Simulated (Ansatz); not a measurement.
BaF, charge +1, singlet, at a GFN2-xTB geometry (such geometries of metal compounds can be far from the true shape) (core potentials on Ba); B3LYP/def2-TZVP in Ansatz (a first-principles code).

Ansatz was given this input:
Ansatz 0.2 input:
```yaml
crystal:
  periodic: [false, false, false]
  atoms:
    - {symbol: Ba, position_ang: [-0.00000000, -0.00000000, -0.32543584]}
    - {symbol: F, position_ang: [0.00000000, 0.00000000, 2.02493413]}
basis:
  gaussian:
    orbitals: def2-TZVP
hamiltonian:
  xc: b3lyp
total_charge: 1
```

The log (banner, timings and long lists left out):

```
Functional definition: B3LYP
443 factors; their error is unknown
mean field evaluation 1: about -3385.3390 eV, gradient 1.3e2 eV
mean field evaluation 2: about -3039.3084 eV, gradient 2.2e2 eV
mean field evaluation 4: about -3402.1355 eV, gradient 6.2e1 eV
mean field evaluation 8: about -3408.4381 eV, gradient 1.3e-1 eV
mean field evaluation 16: about -3408.4514 eV, gradient 5.6e-5 eV
mean field -3408.45143543 eV, -125.2582799207 hartree, gradient 5.6e-5 eV, S^2 0.000000; 0 other end points of the search recorded, 0 dependent functions left out
reference -3408.45167587 eV, -125.2582887566 hartree; 9, 9 occupied and 62, 62 virtual orbitals, 443 factors
Total energy: -3408.45167587 eV, -125.2582887566 hartree
```
